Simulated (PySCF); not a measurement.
Species: `NC[SiH2]CC[SiH3]`. The columns A, B, C and D hold Mulliken, IAO, Hirshfeld and ESP-fitted charges (e) of one PBE0/pcSseg-1 density (PySCF), in a shuffled order. Coordinates in Å (GFN2-xTB); the density's dipole moment is (0.50, -0.52, -0.46) D.

| atom | x | y | z | A | B | C | D |
| --- | --- | --- | --- | --- | --- | --- | --- |
| N1 | -2.559 | 1.050 | 0.007 | -0.457 | -0.563 | -0.948 | -0.239 |
| C2 | -2.267 | -0.160 | 0.778 | -0.359 | -0.421 | +0.156 | -0.116 |
| Si3 | -1.085 | -1.408 | -0.076 | +0.620 | +0.721 | +0.132 | +0.326 |
| C4 | 0.544 | -0.521 | -0.516 | -0.550 | -0.528 | -0.012 | -0.158 |
| C5 | 1.263 | 0.065 | 0.703 | -0.547 | -0.524 | -0.290 | -0.155 |
| Si6 | 2.887 | 0.940 | 0.241 | +0.506 | +0.604 | +0.341 | +0.315 |
| H7 | -2.986 | 0.800 | -0.879 | +0.176 | +0.241 | +0.357 | +0.106 |
| H8 | -1.697 | 1.543 | -0.203 | +0.173 | +0.236 | +0.376 | +0.102 |
| H9 | -1.859 | 0.167 | 1.738 | +0.138 | +0.146 | +0.020 | +0.038 |
| H10 | -3.225 | -0.636 | 1.000 | +0.139 | +0.151 | +0.067 | +0.041 |
| H11 | -1.720 | -1.870 | -1.319 | -0.084 | -0.131 | -0.080 | -0.087 |
| H12 | -0.828 | -2.535 | 0.825 | -0.088 | -0.131 | -0.085 | -0.084 |
| H13 | 0.356 | 0.278 | -1.238 | +0.141 | +0.137 | -0.007 | +0.034 |
| H14 | 1.211 | -1.224 | -1.018 | +0.152 | +0.145 | +0.058 | +0.038 |
| H15 | 1.465 | -0.736 | 1.417 | +0.154 | +0.144 | +0.088 | +0.039 |
| H16 | 0.599 | 0.766 | 1.213 | +0.148 | +0.137 | +0.118 | +0.037 |
| H17 | 2.598 | 2.022 | -0.705 | -0.088 | -0.123 | -0.094 | -0.079 |
| H18 | 3.506 | 1.492 | 1.447 | -0.088 | -0.119 | -0.103 | -0.079 |
| H19 | 3.788 | -0.026 | -0.392 | -0.085 | -0.121 | -0.092 | -0.078 |

Problem. Which column most likely holds the ESP-fitted charges?

Solution. C. Σ q r misses the density's dipole by 0.05 D (C), 0.55 D (D), 0.71 D (B), 1.00 D (A). Charges fitted to the outside potential are the only set here that is tied to the molecule's multipoles.

Problem. And the Hirshfeld charges?

Solution. D. The mean sizes are 0.113 e (D), 0.180 e (C), 0.247 e (A), 0.280 e (B), and Hirshfeld charges are commonly the smallest of these schemes.

As computed, A = Mulliken, B = IAO, C = ESP-fitted, D = Hirshfeld. Hydrogens on carbon: Mulliken +0.14 to +0.15, IAO +0.14 to +0.15, ESP-fitted -0.01 to +0.12, Hirshfeld +0.03 to +0.04 e.

The ESP scheme is a least-squares fit of atom-centred charges to the potential on four shells outside the van der Waals surface, with the total charge fixed. The Mulliken scheme gives each basis function's population to the atom it is centred on and halves the overlap population of two atoms between them.

The structure is a single GFN2-xTB conformer in the gas phase; no vibrational or solvent corrections.

Shape of the structure used: `[NH2:1][CH2:2][SiH2:3][CH2:4][CH2:5][SiH3:6]`: N1–C2–Si3–C4 56°, C2–Si3–C4–C5 59°, Si3–C4–C5–Si6 180°, H–N1–C2–Si3 59°, H–N1–C2–Si3 -59°.
